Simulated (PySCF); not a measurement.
A species of formula C6H8F2 has this rotational fingerprint, computed with PBE0/def2-SVPD in PySCF (dipole) on a GFN2-xTB geometry, gas phase:

- Rotational constants: A = 2794, B = 2156, C = 1763 MHz
- Dipole components: |μa| = 1.56 D, |μb| = 2.07 D, |μc| = 1.84 D
- Inertial defect: -128.66 u·Å²
- κ: -0.24

**Question.** Which candidate fits, each taken in the one conformer that was computed?
A. `[CH2:1]=[C:2]1[CH2:3][CH:4]([CH:5]([F:6])[F:7])[CH2:8]1` with C3–C4–C5–F6 171°
B. `[CH:1]#[C:2][C@@H:3]([F:4])[C@@H:5]([CH3:6])[CH2:7][F:8]` with C2–C3–C5–C6 -59°, C3–C5–C7–F8 61°
C. `[F:1][C@@H:2]1[C@@H:3]2[CH2:4][CH2:5][C@H:6]([F:7])[C@H:8]12` with F1–C2–C3–C4 -15°, C2–C3–C4–C5 -50°, C3–C4–C5–C6 -25°, C4–C5–C6–F7 148°

**Answer.** C. It is F[C@@H]1[C@@H]2CC[C@H](F)[C@H]12, an asymmetric top, point group C1. The candidates at the same level (rigid rotor, commonest isotopes):

| SMILES | A (MHz) | B (MHz) | C (MHz) | μa (D) | μb (D) | μc (D) | Δ (u·Å²) | point group | rotor |
| --- | --- | --- | --- | --- | --- | --- | --- | --- | --- |
| C=C1CC(C(F)F)C1 | 4717 | 1195 | 1033 | 2.13 | 0.00 | 0.03 | -40.65 | Cs | near-prolate asymmetric top |
| C#C[C@@H](F)[C@@H](C)CF | 2336 | 1518 | 1330 | 0.44 | 0.31 | 2.06 | -169.28 | C1 | asymmetric top |
| F[C@@H]1[C@@H]2CC[C@H](F)[C@H]12 | 2794 | 2156 | 1763 | 1.56 | 2.07 | 1.84 | -128.66 | C1 | asymmetric top |

`C=C1CC(C(F)F)C1` has A 69 % too high; `C#C[C@@H](F)[C@@H](C)CF` has B 30 % too low. No structure here is proved a minimum.
